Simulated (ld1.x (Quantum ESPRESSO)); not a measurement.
Transferability test, TM potential for tungsten (W)

```json
{"Element": "tungsten", "Generator": "ld1.x (Quantum ESPRESSO) 7.5", "Type": "norm-conserving Troullier–Martins (Kleinman–Bylander form)", "Functional": "LDA (PZ)", "Relativity": "fully relativistic", "Frozen core": "[Kr] 4d10 4f14", "Valence charge": "14", "Reference configuration": "5s2 5p6 5d4 6s1 6p0 (charge +1)", "Partial waves": "5s (bound): rc 1.75 bohr; 5d (bound): rc 2.45 bohr; 5p (bound): rc 1.20 bohr", "Local potential": "the p channel", "Core correction": "none"}
```

Open shells are filled in proportion to 2j + 1 (rel_dist='average').

Occupied shells without a wave of their own: 6s. They enter only through the test configuration that unscreens the potential.

Energies are relative to the spin-unpolarised reference configuration 5s2 5p6 5d4 6s1 6p0; without spin polarisation the order of configurations can differ from experiment. The p channel is local and has no spin–orbit splitting in the pseudo-atom.

```csv
valence configuration,charge,ΔE all-electron (eV),error AE − PS (meV)
5s2 5p6 5d4 6s2 6p0,0,-9.136,+641
5s2 5p6 5d4 6s0 6p0,+2,16.026,-956
5s2 5p6 5d4 6s0 6p1,+1,5.499,-824
5s2 5p6 5d3 6s2 6p1,0,-5.080,+810
5s2 5p6 5d4 6s0 6p2,0,0.210,-731
```

Question: What are ΔE and the potential's error for 5s2 5p6 5d2 6s0 6p0?

Answer: ΔE = 79.242 eV all-electron; the error (AE − PS) is -1657 meV.

Question: What are ΔE and the potential's error for 5s2 5p6 5d3 6s0 6p0?

Answer: ΔE = 41.722 eV all-electron; the error (AE − PS) is -1279 meV.

These tests converged, but a pseudo level misses the all-electron one widely, so the file describes the atom poorly there or has found another state: 5s2 5p6 5d4 6s2 6p0: 5p by 7.2 eV; 5s2 5p6 5d4 6s0 6p0: 5p by 6.5 eV; 5s2 5p6 5d3 6s0 6p0: 5p by 6.5 eV; 5s2 5p6 5d2 6s0 6p0: 5p by 6.6 eV; 5s2 5p6 5d4 6s0 6p1: 5p by 6.6 eV; 5s2 5p6 5d3 6s2 6p1: 5p by 7.4 eV; 5s2 5p6 5d4 6s0 6p2: 5p by 6.6 eV. The 6s level has no wave, so the channel is fitted at the deeper level alone: the likely source of the large errors.

A Bessel basis up to 400 Ry misses an occupied level by 2.51 Ry, so cutoffs and ghosts were not judged. The potential misses its own reference levels by up to 6.9 eV, so it is not fit for use.
